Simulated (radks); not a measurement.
Values are calculated unless marked as measured or tabulated.
Ionisation of Ca, [Ar] 4s2, to Ca+, [Ar] 4s1, under several functionals. Dirac Kohn-Sham, spin-unpolarised, spherical densities, point nucleus; a radial shooting solver on a logarithmic mesh with Libxc functionals.

functional                          E(Ca) (hartree)  Exc (hartree)  IE (eV)  -e(HOMO) (eV)  <r> HOMO (bohr)  IE error (eV)
exchange-only B88                        -679.73574      -35.38505    5.716          3.160            4.100         -0.397
PBE                                      -680.32968      -35.99411    6.309          3.766            4.020         +0.196
AM05                                     -678.84240      -34.46702    6.254          3.717            4.020         +0.141
B86b exchange with PBE correlation       -680.54019      -36.21052    6.334          3.784            4.011         +0.221
Wu-Cohen GGA                             -679.99811      -35.65590    6.296          3.766            4.005         +0.182
OLYP                                     -680.61395      -36.31131    6.006          3.513            4.090         -0.107
SOGGA                                    -679.33539      -34.97452    6.212          3.695            4.029         +0.099

NIST Atomic Spectra Database: 6.113 eV (measured). Closest: SOGGA. The Delta-SCF values span 0.62 eV, the total energies 1.77 hartree. The highest occupied level is 4s1/2. Spin polarisation and multiplet splitting are left out, so open shells lie too high by an amount that depends on their filling.

Beside tabulated values, note that spin-unpolarised runs miss the spin-polarisation part of the exchange energy of open shells.
